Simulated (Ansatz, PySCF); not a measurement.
The pair A = H2O (SMILES O) (first 3 atoms), B = C2H3N (SMILES CC#N); geometry from B3LYP-D3(BJ)/def2-TZVP.
(charge 0, multiplicity 1):
```xyz
9

O     -0.1208     0.1615    -0.8812
H      0.0224     0.1125     0.0755
H     -1.0409     0.4239    -0.9777
C      0.8302    -0.1501     4.6360
C      0.4601    -0.0354     3.2357
N      0.1701     0.0545     2.1288
H      1.2391    -1.1411     4.8335
H      1.5824     0.5985     4.8855
H     -0.0446     0.0036     5.2681
```

MP2 and its Hartree–Fock in aug-cc-pVQZ are density fitted. Rows in 6-31G* carry no dispersion term and start afresh at each structure (6-31G* with six Cartesian d functions).

Run with Ansatz (Gaussian orbitals); PySCF for 6-31G* rows. Each number belongs to the level named beside it.

Total energies (hartree), monomers frozen at their geometry in the pair:

```
structure              HF/aug-cc-pVQZ  PBE/def2-TZVPPD  B3LYP/6-31G*
---------------------  --------------  ---------------  ------------
AB                       -208.0539014     -209.0275063  -209.1718048
A in the pair's basis     -76.0653250      -76.3836308   -76.4095633
B in the pair's basis    -131.9831485     -132.6361693  -132.7554968
A                         -76.0653029      -76.3835992   -76.4088841
B                        -131.9831267     -132.6360955  -132.7544586
```

### Question
Work out the interaction energy without and with the counterpoise correction, and the superposition error, for each level.

### Answer

E(AB) − E(A) − E(B), times 627.509 kcal/mol, with the monomers in their own basis and then in the pair's basis:
- HF/aug-cc-pVQZ: -3.43 uncorrected, -3.41 corrected; the monomers gain 0.03 kcal/mol from borrowed functions
- PBE/def2-TZVPPD: -4.90 uncorrected, -4.84 corrected; the monomers gain 0.07 kcal/mol from borrowed functions
- B3LYP/6-31G*: -5.31 uncorrected, -4.23 corrected; the monomers gain 1.08 kcal/mol from borrowed functions

Ansatz is an electronic-structure program.
